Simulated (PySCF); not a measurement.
VO₃, SMILES [V](=[O])(=[O])=[O] (connectivity only; charge and spin as stated), neutral, multiplicity 2.

Coordinates come from a B3LYP-D3(BJ)/def2-SVP optimisation. The multiplicity is an assumed one; other spin states were not compared.

These are PySCF with TDA-PBE/def2-SVPD values and carry that method's errors.

Vertical excitations. 

Computed lowest excited states:
```csv
state,energy (eV),λ (nm),f,main pairs
root 1,0.92,1349,0.002,β HOMO−1→LUMO 94 %
root 2,1.07,1163,0.006,β HOMO→LUMO 92 %
root 3,1.36,908,0.001,β HOMO−2→LUMO 97 %
root 4,2.30,540,0.002,β HOMO−3→LUMO 96 %
root 5,2.55,485,0.000,β HOMO−4→LUMO 96 %
root 6,2.77,447,0.001,β HOMO−5→LUMO 90 %
root 7,2.79,444,0.002,"α HOMO→LUMO 6 %, β HOMO→LUMO+1 91 %"
root 8,2.92,424,0.003,"α HOMO−1→LUMO 6 %, β HOMO−1→LUMO+1 82 %"
root 9,3.12,397,0.001,α HOMO→LUMO 90 %
root 10,3.16,392,0.002,"α HOMO−1→LUMO 25 %, β HOMO−6→LUMO 70 %"
```
Unrestricted roots are not spin-pure.
